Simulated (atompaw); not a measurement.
## u(r) = r·R(r): atom against pseudo-atom (Ag (Z = 47))

Columns: radius, all-electron u(r) and pseudo u(r) of the 5p shell (level -6.41 eV) of silver in the configuration [Ar] 3d10 4s2 4p6 4d10 5s0 5p0; LDA (PW92), scalar-relativistic, PAW (atompaw) scheme, atompaw 4.2.0.5.

| r (bohr) | all-electron | pseudo |
| --- | --- | --- |
| 0.079 | -0.0930 | -0.0183 |
| 0.158 | 0.0378 | -0.0707 |
| 0.237 | 0.1383 | -0.1499 |
| 0.315 | 0.1283 | -0.2437 |
| 0.394 | 0.0487 | -0.3417 |
| 0.473 | -0.0507 | -0.4297 |
| 0.552 | -0.1381 | -0.4964 |
| 0.631 | -0.1993 | -0.5338 |
| 0.710 | -0.2313 | -0.5379 |
| 0.788 | -0.2367 | -0.5099 |
| 0.867 | -0.2207 | -0.4533 |
| 0.946 | -0.1887 | -0.3755 |
| 1.025 | -0.1455 | -0.2852 |
| 1.104 | -0.0955 | -0.1911 |
| 1.183 | -0.0417 | -0.1002 |
| 1.262 | 0.0135 | -0.0174 |
| 1.340 | 0.0677 | 0.0543 |
| 1.419 | 0.1211 | 0.1170 |
| 1.498 | 0.1721 | 0.1715 |
| 1.577 | 0.2204 | 0.2204 |
| 1.656 | 0.2655 | 0.2655 |
| 1.735 | 0.3073 | 0.3073 |
| 1.813 | 0.3452 | 0.3452 |
| 1.892 | 0.3802 | 0.3802 |
| 1.971 | 0.4118 | 0.4118 |
| 2.050 | 0.4403 | 0.4403 |

How many radial nodes do the two functions have?

The all-electron 5p function has n − l − 1 = 3; the pseudo-wave has 1, since 1 lower shell of the same l stays in the valence.

At about which radius was the pseudo-wave matched?

1.65 bohr, where the columns begin to agree (steps of 0.08 bohr).

Is the pseudo-wave norm-conserving?

No, it belongs to a PAW set: the norm inside the radius is not constrained, and the difference is carried by the augmentation charge.
